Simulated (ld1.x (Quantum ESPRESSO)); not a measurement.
# vanadium: what ld1.x (Quantum ESPRESSO) 7.5 does with a changed input

Command:

```bash
ld1.x < V.in > V.out
```

Input:

```
&input
   title='V', zed=23., rel=1, dft='PBESOL', iswitch=3, rmax=5.0,
   config='[Ar] 3d3 4s1 4p1',
   nld=3, rlderiv=3.70, eminld=-2.0, emaxld=5.0, deld=0.02
 /
 &inputp
   pseudotype=3, lpaw=.true., tm=.true., lloc=-2, rcloc=2.15,
   nlcc=.true., new_core_ps=.true.,
   which_augfun='BESSEL', rmatch_augfun=1.85,
   file_pseudopw='V.UPF', file_wfcaegen='ae.wfc', file_wfcncgen='nc.wfc', file_beta='beta', file_chi='chi', file_wfcusgen='us.wfc'
 /
6
4S  1  0   1.00   0.00  2.40  2.70  0.0
4S  1  0   0.00   0.85  2.40  2.70  0.0
4P  2  1   1.00   0.00  3.10  3.40  0.0
4P  2  1   0.00   1.15  3.10  3.40  0.0
3D  3  2   3.00   0.00  2.45  2.60  0.0
3D  3  2   0.00  -0.05  2.45  2.60  0.0
 &test
   configts(1)='3d3 4s1 4p1'
 /
```

Output (end):

```

     final scf error:  8.4E-15 reached in  37 iterations

     Etot =   -1895.384295 Ry,    -947.692147 Ha,  -25788.017067 eV

     Ekin =    1912.924760 Ry,     956.462380 Ha,   26026.667249 eV
     Encl =   -4502.574188 Ry,   -2251.287094 Ha,  -61260.642670 eV
     Eh   =     782.104235 Ry,     391.052118 Ha,   10641.070212 eV
     Exc  =     -87.839101 Ry,     -43.919551 Ha,   -1195.111858 eV

     normalization and overlap integrals

     s(1S/1S) =  1.000000  <r> =   0.0665  <r2> =    0.0059  r(max) =   0.0435
     s(2S/2S) =  1.000000  <r> =   0.3085  <r2> =    0.1125  r(max) =   0.2565
     s(2P/2P) =  1.000000  <r> =   0.2742  <r2> =    0.0927  r(max) =   0.2074
     s(3S/3S) =  1.000000  <r> =   0.9499  <r2> =    1.0415  r(max) =   0.8204
     s(3P/3P) =  1.000000  <r> =   1.0178  <r2> =    1.2217  r(max) =   0.8411
     s(3D/3D) =  1.000071  <r> =   1.3752  <r2> =    2.4511  r(max) =   0.8954
     s(4S/4S) =  1.001542  <r> =   2.8240  <r2> =    8.7691  r(max) =   2.5909
     s(4P/4P) =  0.000000  <r> =   0.0000  <r2> =    0.0000  r(max) =   5.0254

     ------------------------ End of All-electron run ------------------------

     --------------------- Generating PAW atomic setup --------------------

      Generating local potential from pseudized AE potential:
      Matching radius rcloc =   2.1500
      Enforcing V''(0)=0 (lloc=-2)

      Local pseudo, rcloc= 2.148 Estimated cut-off energy=     6.99 Ry

      Computing core charge for nlcc:

       r > 1.49 : true rho core
      Core charge pseudized with two Bessel functions
      Integrated core pseudo-charge :   8.85
      Wfc-us  4S rcutus= 2.690  Estimated cut-off energy=     6.22 Ry
      l=   0 integral=  328.647570864 r(ikk)     3.048061406

 %%%%%%%%%%%%%%%%%%%%%%%%%%%%%%%%%%%%%%%%%%%%%%%%%%%%%%%%%%%%%%%%%%%%%%%%%%%%%%
     Error in routine compute_chi (1):
     chi too large beyond r_c
 %%%%%%%%%%%%%%%%%%%%%%%%%%%%%%%%%%%%%%%%%%%%%%%%%%%%%%%%%%%%%%%%%%%%%%%%%%%%%%

     stopping ...
```

Q: This input was made by a single change from one that runs to its end. What was changed?

A: The change: mesh end rmax=5.0. The program stops during the generation: "compute_chi: chi too large beyond r_c". Messages: warning: at least one error in KS equations.
